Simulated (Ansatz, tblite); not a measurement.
Cost and result up the ladder for trans-PdCl2(PF3)2 (P2PdCl2F6) (11 atoms). The state is a singlet with charge 0. Geometry: r2SCAN-D4/def2-SVP.

```xyz
11

Pd    0.002   -0.001   -0.001
Cl   -0.555   -2.242   -0.091
P     1.006   -0.562    1.924
F     2.143   -1.646    1.848
F     0.097   -1.181    3.049
F     1.751    0.540    2.765
Cl    0.558    2.241    0.089
P    -1.006    0.562   -1.924
F    -2.148    1.641   -1.842
F    -1.748   -0.541   -2.767
F    -0.102    1.188   -3.049
```

Ansatz on 6 threads of Intel Xeon on a shared host; xTB runs through tblite on one thread. Times are rough, summed over both states, and most runs start from the orbitals of an earlier one. PBE0-D4/def2-TZVP serves as the yardstick here, not as an exact answer. The other state is a doublet.

In the def2 sets Pd takes a core potential; there is no spin–orbit coupling. The xTB rows come from tblite.

Raw xTB energies of ions are shifted by several eV.

```json
{"level": "GFN2-xTB", "functions": "69", "wall time": "0.098 s"}
{"level": "GFN1-xTB", "functions": "69", "wall time": "0.099 s"}
{"level": "PBE-D4/def2-TZVP (with forces)", "functions": "374", "wall time": "27 s"}
{"level": "r2SCAN-D4/def2-TZVP", "functions": "374", "wall time": "57 s"}
{"level": "PBE0-D4/def2-TZVP", "functions": "374", "wall time": "91 s"}
```

Task: Estimate what each level gives for the vertical IE (eV).

Result: 
```json
{"level": "GFN2-xTB", "vertical IE (eV)": "13.62", "difference from PBE0-D4/def2-TZVP (eV)": "3.71"}
{"level": "GFN1-xTB", "vertical IE (eV)": "15.13", "difference from PBE0-D4/def2-TZVP (eV)": "5.22"}
{"level": "PBE-D4/def2-TZVP (with forces)", "vertical IE (eV)": "9.35", "difference from PBE0-D4/def2-TZVP (eV)": "-0.56"}
{"level": "r2SCAN-D4/def2-TZVP", "vertical IE (eV)": "9.57", "difference from PBE0-D4/def2-TZVP (eV)": "-0.34"}
{"level": "PBE0-D4/def2-TZVP", "vertical IE (eV)": "9.90", "difference from PBE0-D4/def2-TZVP (eV)": "0.00"}
```
